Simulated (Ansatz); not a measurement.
Mulliken charges of C2H3BF2 (`F[C@H]1B[C@@H]1F`) from B3LYP/def2-TZVPP in Ansatz (PBE0-D4/def2-TZVP geometry).

```csv
atom,x (Å),y (Å),z (Å),charge (e)
F1,-1.133,-0.415,1.583,-0.227
C2,-0.211,0.133,0.741,0.149
B3,0.981,-0.437,-0.060,-0.114
C4,-0.309,0.094,-0.725,0.149
F5,-0.598,1.178,-1.500,-0.227
H6,0.136,1.112,1.104,0.090
H7,2.061,-0.915,-0.120,0.090
H8,-0.834,-0.807,-1.079,0.090
```

Question: By hand: the dipole of these point charges (1 e Å = 4.8032 D).

Answer: Σ q r = (0.326, -0.144, -0.018) e Å, of length 0.357 e Å = 1.71 D.

Question: How does the dipole of the full density compare? (Best estimate.)

Answer: Ansatz gave: (0.333, -0.147, -0.018) e Å, 1.75 D; the point charges give 0.98 times that, at 0° from its direction.

Point charges leave out the atoms' own dipoles, such as those of lone pairs, and Mulliken's split depends on the basis, so the close match here is no proof of good charges.

B3LYP here is the variant with VWN-RPA as its local correlation; programs differ in this.
